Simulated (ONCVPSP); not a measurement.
**Reading a pseudo-wave (rhodium)**

Columns: radius, all-electron u(r) and pseudo u(r) of the 4s shell (level -79.42 eV) of rhodium in the configuration [Ar] 3d10 4s2 4p6 4d9; BLYP, scalar-relativistic, ONCV scheme, ONCVPSP 4.0.1.

```
r (bohr)  all-electron  pseudo
   0.103        0.4131  0.0961
   0.205       -0.3258  0.2111
   0.308       -0.6436  0.3585
   0.410       -0.2975  0.5325
   0.513        0.2571  0.7194
   0.615        0.7256  0.8904
   0.718        1.0257  1.0230
   0.820        1.1596  1.0968
   0.923        1.1710  1.1075
   1.025        1.1035  1.0610
   1.128        0.9928  0.9715
   1.230        0.8665  0.8585
   1.332        0.7395  0.7375
   1.435        0.6196  0.6193
   1.538        0.5127  0.5126
   1.640        0.4209  0.4208
   1.743        0.3423  0.3422
   1.845        0.2773  0.2772
   1.948        0.2231  0.2230
   2.050        0.1791  0.1791
   2.153        0.1431  0.1431
   2.255        0.1142  0.1142
   2.358        0.0908  0.0908
   2.460        0.0722  0.0722
   2.562        0.0573  0.0573
   2.665        0.0453  0.0453
```

How many radial nodes do the two functions have?

The all-electron 4s function has n − l − 1 = 3 (the table is too coarse to show those close to the nucleus); the pseudo-wave has 0, since the states of the same l below it are removed with the core.

At about which radius was the pseudo-wave matched?

1.55 bohr. The columns agree to 0.0005 from 1.44 bohr on; several derivatives are matched, so the curves merge somewhat inside the radius.

Is the pseudo-wave norm-conserving?

Yes: the ONCV scheme keeps the norm inside the radius equal to the all-electron one, which fixes the energy derivative of the logarithmic derivative at the level.
